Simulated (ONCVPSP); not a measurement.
## Before and after: ONCV potential for Ca

ONCVPSP 4.0.1 input, shortened (lines: element, Z, core and valence counts, functional; n l f; lmax; l rc ep ncon nbas qcut; lloc lpopt rc5 dvloc0; l nproj debl; icmod fcfact rcfact), PBE, scalar-relativistic:

```
  Ca 20.00    3    2        4      upf
    1    0    2.00
    2    0    2.00
    2    1    6.00
    3    0    2.00
    3    1    6.00
    2
    0    1.85    0.00    4    8    6.30
    1    1.85    0.00    3    6    7.60
    2    1.70    0.21    4    9    6.30
    2    5    1.70    0.00
    0    2    3.00
    1    2    0.50
    2    0    3.10
    0    0.00    0.00
```

In the p channel the program set the typed energies aside and used -1.582, 0.250 Ha. In the d channel the program set the typed energies aside and used -0.586 Ha.

All-electron outer shells of the reference configuration (PBE, scalar-relativistic, ld1.x):

```tsv
shell	level (eV)	outermost node (bohr)	outermost maximum (bohr)
3p	-43.06	0.42	1.04
```

Change: p: debl 3.3. In the d channel the program set the typed energies aside and used -0.586 Ha.

Cutoffs: the cutoffs (Ha) at which the residual kinetic energy of the hardest occupied pseudo-wave falls to 1 and 0.1 mHa per electron; they do not see the model core or the augmentation charge, which bear on the density cutoff. Errors are all-electron minus pseudo energies relative to the spin-unpolarised reference configuration.

What does the change do?

The potential gets neither clearly harder nor softer (15 Ha and 18 Ha → 15 Ha and 18 Ha); of the 4 tests that both files solve, the error grows in 1 and shrinks in 0 by more than 15 % and 0.3 meV (median size 26.5 → 26.3 meV); the range in which the p phases agree narrows (upper end 3.0 → 0.3); neither file shows a bound ghost.

| quantity | base | changed |
| --- | --- | --- |
| cutoff, loose | 15 Ha | 15 Ha |
| cutoff, tight | 18 Ha | 18 Ha |
| bound ghosts | none | none |
| GHOST(+) flags under 300 eV | none | p at 70.9 eV |
| error for 3s2 3p6 4s2, meV [ΔE -18.13 eV] | -35 | -35 |
| error for 3s2 3p6 4s1, meV [ΔE -11.82 eV] | -23 | -23 |
| error for 3s2 3p6 4s1.5, meV [ΔE -15.63 eV] | -30 | -30 |
| error for 3s2 3p6 3d1, meV [ΔE -10.44 eV] | +7.9 | +11 |
| s: phases at 1.88 bohr within 0.05 rad from the reference energy up to (Ha; the scan ends near 5) | to the end of the scan | to the end of the scan |
| p: phases at 1.88 bohr within 0.05 rad from the reference energy up to (Ha; the scan ends near 5) | 3.0 | 0.3 |
| d: phases at 1.73 bohr within 0.05 rad from the reference energy up to (Ha; the scan ends near 5) | 0.5 | 0.5 |
